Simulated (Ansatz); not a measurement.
Gas-phase reaction 2 R1 → P1 + P2, each structure at its B3LYP-D3(BJ)/def2-SVP stationary point, reached from a drawn start (curvature not checked).
R1, B3H6N3 (SMILES B1NBNBN1) (charge 0, multiplicity 1):
```xyz
12

B      1.4487     0.0000     0.0000
H      2.6559     0.0000     0.0000
N      0.7046     1.2204     0.0000
H      1.2111     2.0977     0.0000
B     -0.7244     1.2546     0.0000
H     -1.3280     2.3001     0.0000
N     -1.4092     0.0000     0.0000
H     -2.4222     0.0000     0.0000
B     -0.7244    -1.2546     0.0000
H     -1.3280    -2.3001     0.0000
N      0.7046    -1.2204     0.0000
H      1.2111    -2.0977     0.0000
```
P1, B6H10N6 (SMILES B1NBN(B2NBNBN2)BN1) (charge 0, multiplicity 1, Z-matrix in Å and degrees):
```
B
N 1 1.4350
H 2 1.0125 1 118.34
B 2 1.4258 3 118.37 1 -179.72
N 4 1.4293 2 117.63 3 179.73
H 5 1.0125 4 118.96 2 179.99
B 5 1.4293 6 118.96 4 -180.00
N 7 1.4258 5 117.63 6 179.99
H 8 1.0125 7 118.37 5 179.73
N 1 1.4746 2 121.96 3 0.28
B 10 1.4422 1 120.88 2 17.25
N 11 1.4259 10 119.85 1 179.95
H 12 1.0130 11 118.19 10 -179.62
B 12 1.4275 13 118.90 11 -179.73
N 14 1.4275 12 116.24 13 179.67
H 15 1.0130 14 118.90 12 179.67
B 15 1.4259 16 118.19 14 179.73
H 14 1.2060 12 121.88 13 -0.33
H 11 1.2074 12 118.67 13 -0.20
H 17 1.2074 15 118.67 16 -0.20
H 4 1.2079 2 121.03 3 -0.17
H 7 1.2079 8 121.03 9 -0.17
```
P2: H2 (SMILES [H][H]), charge 0, multiplicity 1.

P less R. No zero-point or thermal terms. One arrangement of each flexible species, with no search for the lowest.

Cores are frozen in the correlated methods.

Codes used: Ansatz (Gaussian orbitals). Each number belongs to the level named beside it.

Total energies in hartree:

| structure | PBE/def2-TZVPP | PBE0/def2-TZVPP | CCSD(T)/cc-pVDZ |
|---|---|---|---|
| R1 | -242.425449 | -242.458040 | -241.982476 |
| P1 | -483.694184 | -483.757606 | -482.815649 |
| P2 | -1.166089 | -1.168332 | -1.163674 |

Work out the reaction energy at each level in kcal/mol (1 hartree = 627.50947 kcal/mol), and say how far PBE/def2-TZVPP lies from CCSD(T)/cc-pVDZ.


- PBE/def2-TZVPP: (-483.694184) + (-1.166089) − 2 × (-242.425449) = -0.009375 hartree = -5.88 kcal/mol
- PBE0/def2-TZVPP: (-483.757606) + (-1.168332) − 2 × (-242.458040) = -0.009858 hartree = -6.19 kcal/mol
- CCSD(T)/cc-pVDZ: (-482.815649) + (-1.163674) − 2 × (-241.982476) = -0.014371 hartree = -9.02 kcal/mol
PBE/def2-TZVPP less CCSD(T)/cc-pVDZ: 3.14 kcal/mol. CCSD(T)/cc-pVDZ is the level counted from, the highest shown, and no exact or measured value.

Ansatz is a program for electronic structure.
